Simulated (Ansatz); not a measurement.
Born–Oppenheimer molecular dynamics of ClF₂H₃OSi (8 atoms, charge 0, multiplicity 1). It starts at the highest image of a converged band. Of that band: Neighbouring images differ by up to 2.4 eV, so the band resolves the path poorly. A vibrational analysis at the climbing image gives one clearly imaginary mode, 1871i cm⁻¹: a first-order saddle point.

Computed with Ansatz, RHF/def2-SVP.

```yaml
ensemble: NVE (velocity Verlet)
time_step: 0.5 fs
steps_asked: 200
starting_velocities_drawn_for: 300 K
seed: 9246
```

First frame:

```xyz
8
Properties=species:S:1:pos:R:3
Si -0.027 0.251 0.033
O -0.200 0.260 1.789
H -0.374 -0.430 2.423
F 1.370 -0.279 -0.529
Cl -1.150 1.455 -1.185
F -0.868 -1.119 -0.113
H 0.774 1.604 0.648
H 0.490 1.154 1.591
```

How far do the bonds stretch over the last three quarters of this one trajectory? (Pairs bonded in most of those frames.)


```csv
bond,mean (Å),spread (Å),shortest,longest
Si1–O2,1.620,0.082,1.50,1.75
Si1–F4,1.597,0.068,1.49,1.71
Si1–Cl5,2.035,0.049,1.94,2.10
Si1–F6,1.598,0.030,1.54,1.66
O2–H3,0.948,0.015,0.92,0.98
H7–H8,0.758,0.057,0.67,0.84
```

Mean temperature of the second half: 3018 K. The conserved energy stayed within 0.59 meV per atom of its start (net change 0.066 meV per atom), so the integration is sound. The kinetic energy rose, since the run started high on the potential surface and went downhill. It ends in pieces (ClF2HOSi + H2), so much of that is their flight and rotation, not heat. A run of 0.1 ps of so small a system gives no equilibrium averages. The orbitals stay closed-shell, which can raise the energy where a bond breaks towards radicals; this wasn't checked here.

The run took 4.7 min on 1 thread of Intel(R) Xeon(R) Platinum 8488C (Sapphire Rapids), with other jobs on the host, peak memory 0.19 GiB.
